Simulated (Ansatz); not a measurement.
`FC(F)(F)C1=CC(C(F)(F)F)=[O+][Al-]([F])([F])[O]1` + CH₄ → `[CH3][Al-]1([F])[O]C(C(F)(F)F)=CC(C(F)(F)F)=[O+]1` + H–F  (formal exchange of groups at the Al–F bond)

Gas-phase electronic energies from Ansatz, PBE0-D4/def2-TZVP geometries. CCSD(T)/CBS adds triple-zeta CCSD(T) − MP2 to the extrapolated MP2 energy (def2 sets, frozen cores). This one scheme is used for every species. DFT in def2-TZVPP. B3LYP here is the variant with VWN-RPA as its local correlation; programs differ in this. HSE06 is defined as in plane-wave codes.

```tsv
level	ΔE (kJ/mol)	difference from CCSD(T)/CBS
PBE-D4	172.1	-8.4
revPBE-D4	171.7	-8.8
BLYP-D4	184.3	3.8
r2SCAN-D4	186.8	6.3
B97M-V	190.0	9.5
PBE0-D4	173.9	-6.6
B3LYP-D4	185.4	4.9
r2SCANh-D4	186.0	5.5
HSE06-D4	173.6	-6.9
BHLYP-D4	190.0	9.5
CAM-B3LYP-D4	188.1	7.6
ωB97X-V	182.6	2.1
ωB97M-V	180.1	-0.4
B2PLYP	189.3	8.8
PBE-QIDH	180.3	-0.2
PBE	175.7	-4.8
revPBE	177.5	-3.0
r2SCAN	188.2	7.7
B3LYP	190.8	10.3
r2SCAN0	186.6	6.1
HSE06	176.8	-3.7
BHLYP	195.0	14.5
CAM-B3LYP	191.7	11.2
LC-ωPBE	181.8	1.3
RPA@PBE/def2-TZVPP	180.4	-0.1
HF/def2-SVP	198.6	18.1
MP2/def2-SVP	190.5	10.0
CCSD/def2-SVP	190.9	10.4
CCSD(T)/def2-SVP	188.7	8.2
HF/def2-TZVPP	203.2	22.7
MP2/def2-TZVPP	181.9	1.4
SCS-MP2/def2-TZVPP	187.4	6.9
CCSD/def2-TZVPP	184.7	4.2
CCSD(T)/def2-TZVPP	181.5	1.0
HF/def2-QZVPP	206.1	25.6
MP2/def2-QZVPP	182.4	1.9
SCS-MP2/def2-QZVPP	187.9	7.4
HF/CBS(def2)	206.5	26.0
MP2/CBS(def2)	181.0	0.5
CCSD/CBS(def2)	183.8	3.3
CCSD(T)/CBS	180.5	0
```

Largest T1 diagnostic among the species: 0.015.

The D4 term adds −5.4 kJ/mol with B3LYP and −3.3 kJ/mol with PBE0; it sums over pairs of atoms, weighted by their polarisabilities, and B3LYP, whose exchange is more repulsive, gets the larger term. At CCSD(T), def2-SVP lies +8.2 kJ/mol from the extrapolated value and def2-TZVPP +1.0 kJ/mol. Leaving LDA and LC-ωPBE aside and taking each functional with its dispersion term where it has one, the values spread over 18.3 kJ/mol, from revPBE-D4 to BHLYP-D4. LDA lies −6.6 kJ/mol from PBE without D4.
